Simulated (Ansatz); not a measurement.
Reaction (atomization): `O[SiH2]B(F)Br` → B• + Br• + F• + 3 H• + O• + Si•

Program: Ansatz. Geometries: PBE0-D4/def2-TZVP. ΔE: electronic, gas phase. CCSD(T)/CBS is the MP2 limit (def2-TZVPP, def2-QZVPP) plus CCSD(T) − MP2 in def2-TZVPP, frozen cores. This one scheme is used for every species, atoms too. Functionals use def2-TZVPP. B3LYP here is the variant with VWN-RPA as its local correlation; programs differ in this. Open shells (•) are unrestricted, without spin–orbit coupling. Spin–orbit coupling would lower the free atoms: a little for B, F, O, Si; clearly for Br. Bonds to Br are less sure, by a few kJ/mol each and by 10 to 20 or more in all where they break to atoms, as the def2 sets lack core-valence functions. Scalar relativity is left out up to krypton. One conformer a species, not always the lowest.

CCSD(T)/CBS gives +29.93 eV.

Q: Another level gave +29.48 eV. Which?
A. CAM-B3LYP-D4/def2-TZVPP
B. B3LYP/def2-TZVPP
C. CAM-B3LYP/def2-TZVPP
D. B2PLYP/def2-TZVPP

A: D. B2PLYP 29.48, CAM-B3LYP-D4 29.90, CAM-B3LYP 29.73, B3LYP 29.37 eV.

Largest T1 diagnostic among the species: 0.014.

The D4 term adds +0.31 eV with B3LYP and +0.16 eV with PBE0; it sums over pairs of atoms, weighted by their polarisabilities, and B3LYP, whose exchange is more repulsive, gets the larger term. In def2-TZVPP, CCSD(T) changes the Hartree–Fock value by +7.05 eV (the triples alone add +0.49 eV) and MP2 by +7.98 eV; breaking electron pairs costs correlation energy, which Hartree–Fock lacks. Leaving LDA and LC-ωPBE aside and taking each functional with its dispersion term where it has one, the values, not all of them listed here, spread over 1.57 eV, from BHLYP-D4 to PBE-D4. LDA lies +4.18 eV from PBE without D4, its usual overbinding.

For atomizations the MP2-based limit and the directly extrapolated one differ by several kJ/mol either way, and by 10 to 25 for some Ge, Se and Sn compounds, so smaller differences from it don't rank the levels.
